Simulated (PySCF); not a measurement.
H4N, SMILES [NH4+], charge +1.

Geometry: r2SCAN-D4/def2-TZVPD.

Calculation: TDA-PBE/def2-TZVPD in PySCF.

Vertical excitations; the highest root listed may be one member of a degenerate set. Isolated molecule, no solvent. State labels are in the subgroup D2.

| state | symmetry | energy (eV) | λ (nm) | f | main pairs |
|---|---|---|---|---|---|
| S1 | B3 | 14.49 | 86 | 0.127 | HOMO→LUMO (degenerate set) |
| S2 | B2 | 14.49 | 86 | 0.127 | HOMO−1→LUMO (degenerate set) |
| S3 | B1 | 14.49 | 86 | 0.127 | HOMO−2→LUMO (degenerate set) |
| S4 | B1 | 16.37 | 76 | 0.000 | HOMO→LUMO+2, HOMO−1→LUMO+3 (degenerate set) |
| S5 | B2 | 16.37 | 76 | 0.000 | HOMO→LUMO+1, HOMO−2→LUMO+3 (degenerate set) |
| S6 | B3 | 16.37 | 76 | 0.000 | HOMO−1→LUMO+1, HOMO−2→LUMO+2 (degenerate set) |
| S7 | A | 16.56 | 75 | 0.000 | HOMO−1→LUMO+2, HOMO→LUMO+3 (degenerate set) |
| S8 | A | 16.56 | 75 | 0.000 | HOMO−2→LUMO+1, HOMO→LUMO+3, HOMO−1→LUMO+2 (degenerate set) |
| S9 | B1 | 16.95 | 73 | 0.155 | HOMO→LUMO+2, HOMO−1→LUMO+3, HOMO→LUMO+4, HOMO−1→LUMO+5 (degenerate set) |
| S10 | B3 | 16.95 | 73 | 0.155 | HOMO−2→LUMO+2, HOMO−1→LUMO+1, HOMO−1→LUMO+6, HOMO−2→LUMO+4 (degenerate set) |
| T1 | B3 | 13.67 | 91 | 0 | HOMO→LUMO (degenerate set) |
| T2 | B2 | 13.67 | 91 | 0 | HOMO−1→LUMO (degenerate set) |
| T3 | B1 | 13.67 | 91 | 0 | HOMO−2→LUMO (degenerate set) |
| T4 | A | 14.81 | 84 | 0 | HOMO→LUMO+3 32 %, HOMO−1→LUMO+2 32 %, HOMO−2→LUMO+1 32 % |
Triplets are in the Tamm–Dancoff approximation.
